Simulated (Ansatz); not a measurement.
Ansatz (a first-principles code) input for CuF2, SMILES [F][Cu+][F] (connectivity only; charge and spin as stated), charge +1, multiplicity 3, PBE0-D3(BJ)/def2-TZVP. 

Ansatz 0.2 input:
```yaml
crystal:
  periodic: [false, false, false]
  atoms:
    - {symbol: Cu, position_ang: [0.00000000, 0.00000000, 0.00000000]}
    - {symbol: F, position_ang: [0.00000000, 0.00000000, 1.70270069]}
    - {symbol: F, position_ang: [0.00000000, 0.00000000, -1.70270069]}
basis:
  gaussian:
    orbitals: def2-TZVP
hamiltonian:
  xc: pbe0
  dispersion: d3bj
total_charge: 1
magnetization: {spin_polarized: true, initial_magnetization: 2}
relax: {f_tol: 0.002, max_steps: 200}
```

It prints:

```
WARN ansatz: RAYON_NUM_THREADS=1 ignored (pool sized by the plan → 1); use --threads N
Functional definition: PBE0
integrals: 0.03 GiB planned
854 factors; their error is unknown
mean field: 0.46 GiB planned
mean field evaluation 1: about -50044.0089 eV, gradient 6.9e1 eV
mean field evaluation 2: about -50008.4356 eV, gradient 1.7e2 eV
mean field evaluation 4: about -50052.2068 eV, gradient 1.2e1 eV
mean field evaluation 8: about -50052.5350 eV, gradient 1.4e-1 eV
mean field evaluation 16: about -50052.5945 eV, gradient 2.3e-3 eV
mean field evaluation 32: about -50052.4865 eV, gradient 7.4e-1 eV
mean field -50052.59453787 eV, -1839.3989223994 hartree, gradient 5.7e-6 eV, S^2 2.009439; 3 other end points of the search recorded, 0 dependent functions left out
the calculation of the forces begins
reference -50052.59457879 eV, -1839.3989239035 hartree; 24, 22 occupied and 83, 85 virtual orbitals, 854 factors
relax step   1: F+E_penalty+E_count = -50052.61431895 eV  Δ(F+E_penalty+E_count) = +0.000e0 eV  max|allowed force component| = 6.301e-2 eV/Å  Δτ_max = 0.0000 Å  (105 SCF iters, accepted)
these checks for a lower state are left out or cut short: starts, cluster_reference, orbital_swaps, neighbouring_geometries, increment
integrals: 0.03 GiB planned
854 factors; their error is unknown
mean field: 0.46 GiB planned
mean field -50052.59464184 eV, -1839.3989262205 hartree, gradient 2.1e-5 eV, S^2 2.009430; 0 other end points of the search recorded, 0 dependent functions left out
the calculation of the forces begins
reference -50052.59468277 eV, -1839.3989277246 hartree; 24, 22 occupied and 83, 85 virtual orbitals, 854 factors
relax step   2: F+E_penalty+E_count = -50052.61442671 eV  Δ(F+E_penalty+E_count) = -1.078e-4 eV  max|allowed force component| = 4.195e-2 eV/Å  Δτ_max = 0.0010 Å  (60 SCF iters, accepted)
these checks for a lower state are left out or cut short: starts, cluster_reference, orbital_swaps, neighbouring_geometries, increment
integrals: 0.03 GiB planned
854 factors; their error is unknown
mean field: 0.46 GiB planned
mean field evaluation 64: about -50052.5947 eV, gradient 4.6e-6 eV
mean field -50052.59471933 eV, -1839.3989290682 hartree, gradient 4.6e-6 eV, S^2 2.009411; 0 other end points of the search recorded, 0 dependent functions left out
the calculation of the forces begins
reference -50052.59476027 eV, -1839.3989305725 hartree; 24, 22 occupied and 83, 85 virtual orbitals, 854 factors
relax step   3: F+E_penalty+E_count = -50052.61451172 eV  Δ(F+E_penalty+E_count) = -8.501e-5 eV  max|allowed force component| = 3.733e-4 eV/Å  Δτ_max = 0.0020 Å  (68 SCF iters, accepted)
integrals: 0.03 GiB planned
854 factors; their error is unknown
mean field: 0.46 GiB planned
mean field evaluation 96: about -50051.6652 eV, gradient 1.4e1 eV
mean field -50052.59471933 eV, -1839.3989290682 hartree, gradient 4.6e-6 eV, S^2 2.009411; 4 other end points of the search recorded, 0 dependent functions left out
the calculation of the forces begins
reference -50052.59476027 eV, -1839.3989305725 hartree; 24, 22 occupied and 83, 85 virtual orbitals, 854 factors
Total energy: -50052.61455265 eV, -1839.3996579292 hartree
Atom 0 at     0.000000    -0.000000     0.000000 Å, force     0.000000    -0.000000    -0.000000 eV/Å
Atom 1 at    -0.000000     0.000000     1.699635 Å, force    -0.000000    -0.000000     0.000373 eV/Å
Atom 2 at    -0.000000     0.000000    -1.699635 Å, force    -0.000000     0.000000    -0.000373 eV/Å
Dipole moment:     0.000000     0.000000     0.000000 e Å
```

The calculation finished and met its thresholds.
